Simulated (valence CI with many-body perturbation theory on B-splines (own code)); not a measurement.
Energy levels of Re61+

Level of theory: valence CI with perturbative core correlation (CI+MBPT): four valence electrons over a frozen Dirac-Fock core [Ne], radial functions for each j: 11 s, 11 p, 10 d, 8 f, 5 g, 2 h, with the one-electron correlation potential Σ1 (screened to all orders), the two-electron term Σ2, the three-electron term Σ3, Breit, model QED; selected single and double excitations, second order for the rest, scaled by the run's own slope (own B-spline code, finite nucleus).

The last digits are not significant, and no measured levels were compared; by estimate large intervals hold to a few tenths of a per cent, small ones and those within an open d or f shell to about a per cent. Among the levels kept, up to 590 cm⁻¹ of a level comes from second order outside the variational space, and about a tenth of that is noise between levels of different J, which matters for small intervals.

Levels 1 to 45 of 169, with energies above the lowest level, (3s^2 3p1/2^2) J=0. "Leading %" is the weight of the configuration and term that name the level; weights of strongly mixed levels are sums over their largest components and can fall short, so below about 35 % the name and the second component can differ from the true leading terms, or belong to a minority configuration. In the jj column 3d3/2^4 stands for four electrons in 3d with j = 3/2. Lifetimes count E1, E2, E3, M1 and M2 decay at the calculated energies, and are blank where another channel may lead or the interval is too uncertain; long ones can be off by a factor of two.

```
No.  Configuration  Term  J  E (× 10³ cm⁻¹)  Leading %      g  Lifetime                   Leading jj
  1         3s²3p²    ³P  0            0.00         69                          3s^2 3p1/2^2 (100 %)
  2         3s²3p²    ³P  1          2996.1        100  1.488   3.09 ns     3s^2 3p1/2 3p3/2 (100 %)
  3         3s²3p²    ¹D  2          3072.4         64  1.161    169 ns      3s^2 3p1/2 3p3/2 (99 %)
  4          3s3p³   ³P°  2          4387.0         47  1.520   35.4 ps      3s 3p1/2^2 3p3/2 (97 %)
  5          3s3p³   ³D°  1          4612.7         28  1.046   1.14 ps      3s 3p1/2^2 3p3/2 (82 %)
  6        3s²3p3d   ³F°  2          4802.5         74  0.752   94.1 ps      3s^2 3p1/2 3d3/2 (99 %)
  7        3s²3p3d   ³D°  1          5163.9         43  0.880    193 fs      3s^2 3p1/2 3d3/2 (82 %)
  8        3s²3p3d   ³P°  2          5660.6         46  1.284   2.80 ps      3s^2 3p1/2 3d5/2 (97 %)
  9        3s²3p3d   ³F°  3          5670.4         51  1.103   4.27 ps      3s^2 3p1/2 3d5/2 (99 %)
 10         3s²3p²    ³P  2          6126.3         63  1.310   1.21 ns          3s^2 3p3/2^2 (98 %)
 11        3s3p²3d    ³D  1          6228.1         44  0.442   17.1 ps      3s 3p1/2^2 3d3/2 (99 %)
 12        3s3p²3d    ³D  2          6289.3         29  1.125   17.4 ps      3s 3p1/2^2 3d3/2 (97 %)
 13         3s²3p²    ¹S  0          6294.2         68           883 ps          3s^2 3p3/2^2 (98 %)
 14        3s3p²3d    ³D  3          7045.6         35  1.343   3.74 ps      3s 3p1/2^2 3d5/2 (98 %)
 15        3s3p²3d    ³F  2          7160.1         27  1.025   3.38 ps      3s 3p1/2^2 3d5/2 (97 %)
 16          3s3p³   ³D°  2          7310.8         49  1.527   1.64 ps      3s 3p1/2 3p3/2^2 (96 %)
 17          3s3p³   ³D°  3          7463.2         94  1.310   2.39 ps      3s 3p1/2 3p3/2^2 (94 %)
 18          3s3p³   ³P°  0          7557.3         86          1.32 ps      3s 3p1/2 3p3/2^2 (86 %)
 19          3s3p³   ¹D°  2          7677.8         55  1.082    630 fs      3s 3p1/2 3p3/2^2 (71 %)
 20          3s3p³   ³P°  1          7679.8         33  1.269    772 fs      3s 3p1/2 3p3/2^2 (82 %)
 21          3s3p³   ³S°  1          7773.5         31  1.339    274 fs      3s 3p1/2 3p3/2^2 (97 %)
 22        3s²3p3d   ³F°  3          8103.9         45  1.081    402 fs      3s^2 3p3/2 3d3/2 (94 %)
 23        3s²3p3d   ³D°  2          8141.2         39  1.058    183 fs      3s^2 3p3/2 3d3/2 (70 %)
 24        3s²3p3d   ³P°  1          8145.6         46  1.116    231 fs      3s^2 3p3/2 3d3/2 (82 %)
 25        3s²3p3d   ³P°  0          8154.8         86           275 fs      3s^2 3p3/2 3d3/2 (86 %)
 26        3s²3p3d   ³F°  4          8603.7         99  1.237   1.84 ns      3s^2 3p3/2 3d5/2 (99 %)
 27        3s²3p3d   ³P°  2          8684.5         44  1.227   4.77 ps      3s^2 3p3/2 3d5/2 (96 %)
 28        3s²3p3d   ³D°  3          8871.0         62  1.200   1.49 ps      3s^2 3p3/2 3d5/2 (95 %)
 29        3s²3p3d   ¹P°  1          8955.2         62  1.072   2.10 ps      3s^2 3p3/2 3d5/2 (97 %)
 30        3s3p²3d    ⁵F  2          8985.6         24  1.168   2.38 ps  3s 3p1/2 3p3/2 3d3/2 (67 %)
 31        3s3p²3d    ⁵D  0          9043.8         74          12.0 ps  3s 3p1/2 3p3/2 3d3/2 (93 %)
 32        3s3p²3d    ⁵D  1          9066.0         51  1.131   12.7 ps  3s 3p1/2 3p3/2 3d3/2 (99 %)
 33        3s3p²3d    ⁵F  3          9111.1         43  1.129   11.8 ps  3s 3p1/2 3p3/2 3d3/2 (97 %)
 34            3p⁴    ³P  2          9149.5         30  1.186    763 fs  3s 3p1/2 3p3/2 3d3/2 (49 %)
 35            3p⁴    ¹S  0          9250.2         44           613 fs       3p1/2^2 3p3/2^2 (70 %)
 36        3s3p²3d    ³G  4          9251.7         31  1.156   33.9 ps  3s 3p1/2 3p3/2 3d3/2 (95 %)
 37        3s3p²3d    ³F  2          9365.7         57  0.909    666 fs  3s 3p1/2 3p3/2 3d3/2 (87 %)
 38        3s3p²3d    ³D  3          9419.8         32  1.265    389 fs  3s 3p1/2 3p3/2 3d3/2 (94 %)
 39        3s3p²3d    ³P  1          9456.6         30  1.696    354 fs  3s 3p1/2 3p3/2 3d3/2 (97 %)
 40        3s3p²3d    ³D  2          9474.3         25  1.373    260 fs  3s 3p1/2 3p3/2 3d3/2 (85 %)
 41        3s3p²3d    ³G  3          9495.2         45  0.944    373 fs  3s 3p1/2 3p3/2 3d3/2 (98 %)
 42        3s3p²3d    ³D  1          9507.8         45  0.802    305 fs  3s 3p1/2 3p3/2 3d3/2 (97 %)
 43        3s3p²3d    ³D  1          9710.2         46  0.955    183 fs  3s 3p1/2 3p3/2 3d3/2 (93 %)
 44        3s3p²3d    ³F  2          9725.7         29  0.960    197 fs  3s 3p1/2 3p3/2 3d3/2 (74 %)
 45        3s3p²3d    ⁵D  4          9737.9         46  1.381   93.7 ps  3s 3p1/2 3p3/2 3d5/2 (99 %)
```

The ionisation energy to 3s²3p ²P°1/2 of the next ion comes out as 6811.6 eV (NIST: 6810 ± 12 eV (theoretical)). All 169 levels together are meant to be complete up to 14689 × 10³ cm⁻¹.
